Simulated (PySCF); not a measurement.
## Two-component Hartree-Fock for Yb (ytterbium, neutral)

Start: [Xe] 4f14 6s2. Calculated with PySCF 2.14 in x2c-TZVPPall-2c (11s11p10d4f2g, 140 functions): generalised Hartree-Fock with the X2C-1e Hamiltonian and a Gaussian nucleus; one run each with spin-orbit coupling (SO) switched off, then screened by Boettger's factors.

```
spinor shell  electrons  ε, spin-free (eV)  ε, screened SO (eV)  weight of nominal j (screened SO)  rms radius, screened SO (bohr)
       1s1/2          2           -61647.4             -61632.0                              1.000                          0.0223
       2s1/2          2           -10576.8             -10572.2                              1.000                          0.0901
       2p1/2          2            -9320.4             -10064.4                              1.000                          0.0768
       2p3/2          4            -9320.4              -9012.0                              1.000                          0.0838
       3s1/2          2            -2440.1              -2438.7                              1.000                           0.231
       3p1/2          2            -2054.4              -2214.8                              1.000                           0.222
       3p3/2          4            -2054.4              -1987.1                              1.000                           0.237
       3d3/2          4            -1581.3              -1610.4                              1.000                           0.210
       3d5/2          6            -1581.3              -1560.9                              1.000                           0.214
       4s1/2          2            -507.70              -507.38                              1.000                           0.519
       4p1/2          2            -378.69              -415.38                              1.000                           0.531
       4p3/2          4            -378.69              -363.35                              1.000                           0.563
       4d3/2          4            -205.70              -211.54                              1.000                           0.599
       4d5/2          6            -205.70              -201.66                              1.000                           0.611
       5s1/2          2            -66.232              -66.200                              1.000                            1.31
       5p1/2          2            -33.926              -38.517                              1.000                            1.49
       5p3/2          4            -33.926              -32.050                              1.000                            1.61
       4f5/2          6            -13.701              -14.554                              1.000                           0.852
       4f7/2          8            -13.701              -12.941                              1.000                           0.873
       6s1/2          2             -5.327               -5.331                              1.000                            4.53
```

```tsv
quantity	spin-free	screened SO
E (hartree)	-14049.14218	-14062.29003
M_J	0	0
⟨J²⟩	0.000	0.000
⟨L²⟩	0.000	0.107
⟨S²⟩	0.000	0.107
```

Breit and QED terms are absent; they matter most for the inner s and p1/2 levels.

Densities and radii are taken from the X2C orbitals without a picture-change correction, which distorts them close to the nucleus.

Without spin-orbit coupling the j labels of p, d and f shells carry no meaning; the spin-free column gives the mean over the occupied spinors of each nl shell.
